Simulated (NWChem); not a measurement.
The numbers come from NWChem runs, not from measurements. System: H3B, charge 0, spin multiplicity 1, at a geometry optimised with B3LYP/def2-SVP. The structure started from a generated list of species. Level: RHF/def2-TZVP.

Job file:

```
start mol
memory heap 200 mb stack 900 mb global 1100 mb
geometry units angstroms nocenter noautoz
  B      0.000000     0.000000    -0.000000
  H      0.000000     0.000000     1.204392
  H     -1.043033     0.000000    -0.602195
  H      1.043033     0.000000    -0.602195
  symmetry group C2v
end
basis spherical
  * library def2-tzvp
end
scf
  rhf
  nopen 0
  maxiter 100
  thresh 1e-7
  semidirect memsize 60000000 filesize 0
end
task scf energy
```

Output (cleaned and shortened):

```
             Northwest Computational Chemistry Package (NWChem) 7.3.0
             --------------------------------------------------------

                                NWChem Input Module
                                -------------------

 Scaling coordinates for geometry "geometry" by  1.889725989
 (inverse scale =  0.529177249)

 Turning off AUTOSYM since
 SYMMETRY directive was detected!

                             Geometry "geometry" -> ""
                             -------------------------

 Output coordinates in angstroms (scale by  1.889725989 to convert to a.u.)

  No.       Tag          Charge          X              Y              Z
 ---- ---------------- ---------- -------------- -------------- --------------
    1 B                    5.0000     0.00000000     0.00000000     0.00000000
    2 H                    1.0000     0.00000000     0.00000000     1.20439200
    3 H                    1.0000    -1.04303300     0.00000000    -0.60219500
    4 H                    1.0000     1.04303300     0.00000000    -0.60219500

 Effective nuclear repulsion energy (a.u.)       7.3516160856

            Nuclear Dipole moment (a.u.)
            ----------------------------
        X                 Y               Z
 ---------------- ---------------- ----------------
     0.0000000000     0.0000000000     0.0000037795

      Symmetry information
      --------------------

 Group name             C2v
 Group number             16
 Group order               4
 No. of unique centers     3

      Symmetry unique atoms

     1    2    3


 Summary of "ao basis" -> "" (spherical)
 ------------------------------------------------------------------------------
       Tag                 Description            Shells   Functions and Types
 ---------------- ------------------------------  ------  ---------------------
 *                         def2-tzvp                  on all atoms

 Summary of "ao basis" -> "ao basis" (spherical)
 ------------------------------------------------------------------------------
       Tag                 Description            Shells   Functions and Types
 ---------------- ------------------------------  ------  ---------------------
 B                         def2-tzvp                11       31   5s3p2d1f
 H                         def2-tzvp                 4        6   3s1p

                                 NWChem SCF Module
                                 -----------------

  ao basis        = "ao basis"
  functions       =    49
  atoms           =     4
  closed shells   =     4
  open shells     =     0
  charge          =   0.00
  wavefunction    = RHF
  use symmetry    = T
  symmetry adapt  = T

 Summary of "ao basis" -> "ao basis" (spherical)
 ------------------------------------------------------------------------------
       Tag                 Description            Shells   Functions and Types
 ---------------- ------------------------------  ------  ---------------------
 B                         def2-tzvp                11       31   5s3p2d1f
 H                         def2-tzvp                 4        6   3s1p

      Symmetry analysis of basis
      --------------------------

        a1         23
        a2          4
        b1         13
        b2          9

 Forming initial guess at       0.0s

      Superposition of Atomic Density Guess
      -------------------------------------

 Sum of atomic energies:         -26.03414045

      Non-variational initial energy
      ------------------------------
[...]
  Orbital symmetries:

     1 a1          2 a1          3 b1          4 a1          5 b2
     6 a1          7 b1          8 a1          9 a1         10 b2
    11 a1         12 b1         13 a2         14 b2

 Starting SCF solution at       0.1s

 ----------------------------------------------
         Quadratically convergent ROHF

 Convergence threshold     :          1.000E-07
 Maximum no. of iterations :          100
 Final Fock-matrix accuracy:          1.000E-09
 ----------------------------------------------

              iter       energy          gnorm     gmax       time
             ----- ------------------- --------- --------- --------
                 1      -26.3865292619  3.31D-01  1.32D-01      0.1
                 2      -26.3990026321  8.27D-02  4.39D-02      0.1
                 3      -26.3998468171  1.17D-03  6.20D-04      0.1
                 4      -26.3998469907  4.22D-07  1.92D-07      0.2
                 5      -26.3998469907  1.77D-09  7.11D-10      0.2

       Final RHF  results
       ------------------

         Total SCF energy =    -26.399846990652
      One-electron energy =    -48.883627340072
      Two-electron energy =     15.132164263809
 Nuclear repulsion energy =      7.351616085611

        Time for solution =      0.0s

       Symmetry analysis of molecular orbitals - final
       -----------------------------------------------

  Numbering of irreducible representations:

     1 a1          2 a2          3 b1          4 b2

  Orbital symmetries:

     1 a1          2 a1          3 b1          4 a1          5 b2
     6 a1          7 b1          8 a1          9 a1         10 b2
    11 a1         12 b1         13 a2         14 b2

             Final eigenvalues
             -----------------

              1
    1   -7.6167
    2   -0.7010
    3   -0.4960
    4   -0.4960
    5    0.0536
    6    0.1391
    7    0.1702
    8    0.1702
    9    0.2600
   10    0.2840
   11    0.2856
   12    0.2856
   13    0.5267
   14    0.5267

                       ROHF Final Molecular Orbital Analysis
                       -------------------------------------

 Vector    2  Occ=2.000000D+00  E=-7.010233D-01  Symmetry=a1
              MO Center= -2.2D-17,  4.3D-33, -1.2D-06, r^2= 1.4D+00
   Bfn.  Coefficient  Atom+Function         Bfn.  Coefficient  Atom+Function
  ----- ------------  ---------------      ----- ------------  ---------------
     3      0.316321  1 B  s                  4      0.312593  1 B  s
     2     -0.188867  1 B  s

 Vector    3  Occ=2.000000D+00  E=-4.959726D-01  Symmetry=b1
              MO Center=  1.2D-10,  1.4D-16, -3.6D-01, r^2= 1.6D+00
   Bfn.  Coefficient  Atom+Function         Bfn.  Coefficient  Atom+Function
  ----- ------------  ---------------      ----- ------------  ---------------
     6      0.299217  1 B  px                 9      0.242645  1 B  px
    39     -0.215632  3 H  s                 45      0.215632  4 H  s

 Vector    4  Occ=2.000000D+00  E=-4.959723D-01  Symmetry=a1
              MO Center= -1.1D-10,  3.1D-16,  3.6D-01, r^2= 1.6D+00
   Bfn.  Coefficient  Atom+Function         Bfn.  Coefficient  Atom+Function
  ----- ------------  ---------------      ----- ------------  ---------------
     8      0.299217  1 B  pz                33      0.248990  2 H  s
    11      0.242645  1 B  pz                32      0.163038  2 H  s
    34      0.150295  2 H  s

 Vector    5  Occ=0.000000D+00  E= 5.357042D-02  Symmetry=b2
              MO Center= -2.5D-16,  2.1D-16, -2.9D-08, r^2= 3.9D+00
   Bfn.  Coefficient  Atom+Function         Bfn.  Coefficient  Atom+Function
  ----- ------------  ---------------      ----- ------------  ---------------
    13      0.752446  1 B  py                 7      0.244898  1 B  py
    10      0.164208  1 B  py

 Vector    6  Occ=0.000000D+00  E= 1.391326D-01  Symmetry=a1
              MO Center=  9.0D-17, -1.1D-16, -5.7D-06, r^2= 7.4D+00
   Bfn.  Coefficient  Atom+Function         Bfn.  Coefficient  Atom+Function
  ----- ------------  ---------------      ----- ------------  ---------------
     5      3.759810  1 B  s                  4     -1.733479  1 B  s
    34     -0.883860  2 H  s                 40     -0.883867  3 H  s
    46     -0.883867  4 H  s                  3      0.181262  1 B  s
    33      0.160914  2 H  s                 39      0.160915  3 H  s
    45      0.160915  4 H  s

 Vector    7  Occ=0.000000D+00  E= 1.702232D-01  Symmetry=b1
              MO Center= -1.6D-12,  3.0D-29,  8.4D-01, r^2= 7.1D+00
   Bfn.  Coefficient  Atom+Function         Bfn.  Coefficient  Atom+Function
  ----- ------------  ---------------      ----- ------------  ---------------
    12      2.393538  1 B  px                40      1.595130  3 H  s
    46     -1.595130  4 H  s                  9     -0.288196  1 B  px

 center of mass
 --------------
 x =   0.00000000 y =   0.00000000 z =   0.00000027

 moments of inertia (a.u.)
 ------------------
           7.830857142541           0.000000000000           0.000000000000
           0.000000000000          15.661706915986           0.000000000000
           0.000000000000           0.000000000000           7.830849773444

  Mulliken analysis of the total density
  --------------------------------------

    Atom       Charge   Shell Charges
 -----------   ------   -------------------------------------------------------
    1 B    5     5.03   0.92  1.06  0.51  0.58  0.04  0.86  0.88  0.11  0.03  0.04  0.00
    2 H    1     0.99   0.25  0.52  0.20  0.01
    3 H    1     0.99   0.25  0.52  0.20  0.01
    4 H    1     0.99   0.25  0.52  0.20  0.01

       Multipole analysis of the density wrt the origin
       ------------------------------------------------

     L   x y z        total         open         nuclear
     -   - - -        -----         ----         -------
     0   0 0 0     -0.000000      0.000000      8.000000

     1   1 0 0     -0.000000      0.000000      0.000000
     1   0 1 0     -0.000000      0.000000      0.000000
     1   0 0 1     -0.000001      0.000000      0.000004

     2   2 0 0     -7.053411      0.000000      7.770049
     2   1 1 0      0.000000      0.000000      0.000000
     2   1 0 1     -0.000000      0.000000      0.000000
     2   0 2 0     -5.322042      0.000000      0.000000
     2   0 1 1      0.000000      0.000000      0.000000
     2   0 0 2     -7.053414      0.000000      7.770056

 Task  times  cpu:        0.1s     wall:        0.1s

 Total times  cpu:        0.2s     wall:        0.2s
```
